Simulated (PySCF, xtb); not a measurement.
Ligands exchanged one at a time, In F-Cl. Gas-phase values, no solvent. Strings in code marks are SMILES.

Quantity: redistribution energy (mixed species minus the weighted end members), in kJ/mol.

Level 1: B3LYP-D3(BJ)/def2-TZVP // PBE0-D4/def2-TZVP (PySCF)
Level 2: B3LYP/6-31G* (LANL2DZ on In) // PBE0-D4/def2-TZVP (PySCF)
Level 3: BP86/6-31G* (LANL2DZ on In) // PBE0-D4/def2-TZVP (PySCF)
Level 4: GFN2-xTB (xtb)

```csv
species,level 1,level 2,level 3,level 4
2 of 3 F replaced by Cl: `[F][In]([Cl])[Cl]`,-2.69,-4.52,-4.75,-16.55
1 of 3 F replaced by Cl: `[In]([Cl])([F])[F]`,-3.05,-4.49,-4.88,-18.79
```
